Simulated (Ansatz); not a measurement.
What each rung costs, and what it gives

The pair of N2 (SMILES N#N, atoms 1–2) and Si2H6 (SMILES [SiH3][SiH3], atoms 3–10), both closed shells, in one local arrangement (a lower one may exist), relaxed at PBE0-D4/def2-TZVP:

```xyz
10
angstrom
N 0.3828 0.1746 -3.6873
N 0.4206 -0.4549 -2.7990
Si -0.9868 -0.6975 0.5924
Si 0.7882 0.7640 1.0216
H -1.8679 -0.1452 -0.4713
H -0.4788 -2.0242 0.1540
H -1.7963 -0.8813 1.8275
H 0.2674 2.0790 1.4836
H 1.6023 0.9817 -0.2039
H 1.6683 0.2041 2.0824
```

Interaction energies are counterpoise-corrected; the time is that of the whole pair.

Program: Ansatz 0.2.0. Basis: as named in each row. Cores are frozen in the correlated methods. B3LYP uses VWN-RPA correlation. Extrapolation: Hartree–Fock as exp(−7.88 √X), correlation as X^−2.97.

Times are rough, for one single point on 4 threads of a shared host (Arm Neoverse V1).

The estimate by CCSD(T) at an estimated basis limit (MP2 extrapolated from triple and quadruple zeta, plus CCSD(T) − MP2 in triple zeta) is -3.1 kJ/mol.

| method | basis | time (s) | interaction energy (kJ/mol) | method less estimate |
| --- | --- | --- | --- | --- |
| HF | STO-3G | under 1 | 0.7 | 3.7 |
| PBE-D4 | STO-3G | under 1 | -2.5 | 0.6 |
| SPW92 | def2-SVP | under 1 | -4.9 | -1.8 |
| B3LYP-D4 | 6-31G | under 1 | -1.7 | 1.4 |
| PBE-D4 | def2-SVP | under 1 | -2.9 | 0.2 |
| PBE0-D4 | def2-SVP | under 1 | -2.9 | 0.2 |
| CCSD(T) | def2-SVP | 2 | -0.7 | 2.4 |
| PBE-D4 | def2-TZVPPD | 2 | -2.9 | 0.2 |
| revPBE-D4 | def2-TZVPPD | 2 | 0.3 | 3.4 |
| BLYP-D4 | def2-TZVPPD | 2 | -0.1 | 3.0 |
| B3LYP-D4 | def2-TZVPPD | 3 | -1.3 | 1.7 |
| HSE06-D4 | def2-TZVPPD | 3 | -2.8 | 0.3 |
| PBE0-D4 | def2-TZVPPD | 3 | -2.7 | 0.4 |
| wB97M-V | def2-SVP | 3 | -3.6 | -0.5 |
| r2SCAN-D4 | def2-TZVPPD | 4 | -2.3 | 0.8 |
| B2PLYP | def2-TZVPPD | 6 | -0.2 | 2.9 |
| wB97X-V | def2-TZVPPD | 8 | -3.4 | -0.3 |
| B97M-V | def2-TZVPPD | 9 | -3.2 | -0.1 |
| wB97M-V | def2-TZVPPD | 9 | -3.2 | -0.1 |
| MP2 | def2-QZVPPD | 18 | -3.5 | -0.4 |
| CCSD(T) | def2-TZVPPD | 120 | -2.6 | 0.5 |

No T1 diagnostic of these runs exceeds 0.014.
